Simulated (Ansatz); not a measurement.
H2O2Sc, SMILES [Sc]([OH])[OH] (connectivity only; charge and spin as stated), neutral, multiplicity 2.

Geometry optimised at B3LYP-D3(BJ)/def2-TZVP. One conformer was computed; it need not be the lowest.

Two levels are set side by side: PBE/def2-TZVPD (Ansatz, a quantum-chemistry and plane-wave program) and CAM-B3LYP/def2-TZVPD (Ansatz). Energy differences of separate SCF runs at the same geometry; the states with an electron removed or added have multiplicity 1 and 1. Differences are taken from unrounded values.

| quantity | CAM-B3LYP |
|---|---|
| vertical ionisation energy (eV) | 6.27 |
| vertical electron affinity (eV) | 0.43 |

**Question.** What does PBE give, and how far is it from CAM-B3LYP? (An estimate is asked for; the answer gives what the named calculation found.)

**Answer.** 
```json
[
 {"quantity": "vertical ionisation energy (eV)", "PBE": "6.01", "PBE minus CAM-B3LYP": "-0.26"},
 {"quantity": "vertical electron affinity (eV)", "PBE": "0.48", "PBE minus CAM-B3LYP": "0.04"}
]
```
